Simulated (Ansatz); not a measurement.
`O=[CH][Ga]([OH])[OH]` and `[NH2][Ga]([OH])[OH]` differ in one atom or group.

Ansatz, PBE0-D4/def2-TZVP geometries, multiplicity 1. Each molecule was computed in one conformer, which needn't be the lowest.

Scalar relativity is left out up to krypton.

```json
{"property": "HOMO energy (PBE/def2-TZVPP) / eV", "`O=[CH][Ga]([OH])[OH]`": "-5.80"}
{"property": "size of the dipole moment (ωB97M-V/def2-TZVPP) / D", "`O=[CH][Ga]([OH])[OH]`": "0.49"}
{"property": "zero-point energy (PBE0-D4/def2-TZVP) / kJ/mol", "`O=[CH][Ga]([OH])[OH]`": "118.6"}
{"property": "LUMO energy (B3LYP/def2-TZVPP) / eV", "`O=[CH][Ga]([OH])[OH]`": "-2.53"}
{"property": "HOMO energy (PBE0/def2-TZVPP) / eV", "`O=[CH][Ga]([OH])[OH]`": "-7.20"}
{"property": "size of the dipole moment (B3LYP/def2-TZVPP) / D", "`O=[CH][Ga]([OH])[OH]`": "0.45"}
```

What does the change do to each property? (An estimate is asked.)

The calculation gave: 
```
                                          property  `[NH2][Ga]([OH])[OH]`  shift
                 HOMO energy (PBE/def2-TZVPP) / eV                  -6.09  -0.29
size of the dipole moment (ωB97M-V/def2-TZVPP) / D                   2.13   1.64
    zero-point energy (PBE0-D4/def2-TZVP) / kJ/mol                  137.8   19.2
               LUMO energy (B3LYP/def2-TZVPP) / eV                  -0.85   1.68
                HOMO energy (PBE0/def2-TZVPP) / eV                  -7.58  -0.38
  size of the dipole moment (B3LYP/def2-TZVPP) / D                   2.12   1.67
```

With PBE0 the HOMO falls by 0.38 eV and the LUMO rises by 1.78 eV, so the gap widens by about 2.16 eV. PBE moves the HOMO by -0.29 eV and ωB97M-V by -0.53 eV. Dipoles are sizes alone; their direction can turn.

B3LYP here is the variant with VWN-RPA as its local correlation; programs differ in this.
